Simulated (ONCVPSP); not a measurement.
# Cutoff test, tin (Sn), ONCV

* Element: tin
* Generator: ONCVPSP 4.0.1
* Type: optimised norm-conserving Vanderbilt (ONCV)
* Functional: BLYP
* Relativity: scalar-relativistic
* Frozen core: [Ar] 3d10
* Valence charge: 22
* Reference configuration: 4s2 4p6 4d10 5s2 5p2
* Partial waves: 4s+5s: rc 1.50 bohr, ncon 4, nbas 8, qcut 7.7 1/bohr, 2 projectors; 4p+5p: rc 1.65 bohr, ncon 3, nbas 8, qcut 8.6 1/bohr, 2 projectors; 4d: rc 1.00 bohr, ncon 3, nbas 7, qcut 10.5 1/bohr, local
* Local potential: the d channel
* Core correction: Teter function, fcfact 2.25, rcfact 1.4

For each optimised wave give the share of its norm inside rc, the residual kinetic energy above qcut (Ha) and the cutoffs (Ha) for errors of 10, 1, 0.1 and 0.01 mHa per electron.

| wave | norm inside rc | residual KE | 10 mHa | 1 mHa | 0.1 mHa | 0.01 mHa |
| --- | --- | --- | --- | --- | --- | --- |
| 4s | 0.981 | 1.3e-05 | 9.4 | 21.0 | 25.7 | 32.0 |
| 5s | 0.119 | 4.3e-05 | 8.5 | 21.8 | 27.6 | 62.0 |
| 4p | 0.979 | 8.8e-08 | 19.3 | 24.2 | 28.1 | 31.6 |
| 5p | 0.065 | 1.4e-08 | 14.2 | 19.8 | 24.6 | 28.4 |
| 4d | 0.472 | 4.7e-05 | 35.5 | 44.7 | 52.5 | 103.2 |

The occupied waves need 45 Ha and 52 Ha for 1 and 0.1 mHa.
